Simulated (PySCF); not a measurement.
Molecule: SMILES FC(F)(F)[SiH3], CH3F3Si.

Structure with atom numbers: `[F:1][C:2]([F:3])([F:4])[SiH3:5]`. Each H is labelled by its parent atom.

Geometry PBE0-D3(BJ)/def2-SVP throughout; GIAO in PySCF 2.14, gas phase, one conformer, non-relativistic; equivalent atoms averaged; functional PBE0.

Task: How do the absolute shieldings σ depend on the basis set? (ppm; last column core-seconds on shared hosts with different chips, so compare them loosely)

Result: 
```csv
basis set,functions,F1/F3/F4,C2,Si5,H(Si5),core-s
STO-3G,32,389.4,134.1,603.9,30.63,1.9
6-31G,55,247.0,65.4,485.3,28.66,3.7
pcSseg-0,55,248.3,45.3,442.6,28.29,2.9
6-31G*,80,263.7,68.1,453.7,27.79,4.9
def2-SVP,89,270.3,64.6,472.5,27.37,4.8
cc-pVDZ,89,261.1,66.6,479.4,27.39,5.1
pcSseg-1,107,242.4,50.1,419.6,27.23,11
aug-cc-pVDZ,146,256.2,65.5,484.2,27.21,9.4
"6-311+G(2d,p)",161,243.2,54.4,413.9,27.21,11
def2-TZVP,179,243.6,51.1,403.5,27.20,13
cc-pVTZ,196,246.3,52.2,424.9,27.24,14
IGLO-III,214,241.0,46.5,417.4,27.13,15
pcSseg-2,229,242.2,45.7,412.6,27.16,37
```

Task: Which nucleus moves most, in ppm?

Result: Si5 (silicon bonded to C, 3 H): from 403.5 ppm with def2-TZVP to 603.9 ppm with STO-3G. The smallest spread is 3.49 ppm, at H(Si5). Proton shifts span only some 12 ppm, so a few tenths of a ppm matter as much there as several ppm in carbon.

Task: Taking the largest basis, pcSseg-2 (229 functions), as the yardstick, rank the others by their worst heavy-atom deviation.

Result: IGLO-III 4.8 ppm (214 functions), pcSseg-1 7.0 ppm (107 functions), 6-311+G(2d,p) 8.6 ppm (161 functions), def2-TZVP 9.0 ppm (179 functions), cc-pVTZ 12.4 ppm (196 functions), pcSseg-0 30.0 ppm (55 functions), 6-31G* 41.2 ppm (80 functions), def2-SVP 59.9 ppm (89 functions), cc-pVDZ 66.8 ppm (89 functions), aug-cc-pVDZ 71.6 ppm (146 functions), 6-31G 72.7 ppm (55 functions), STO-3G 191.3 ppm (32 functions).

A small basis that lands close on one nucleus may do so by chance; judge by the trend and by all nuclei.
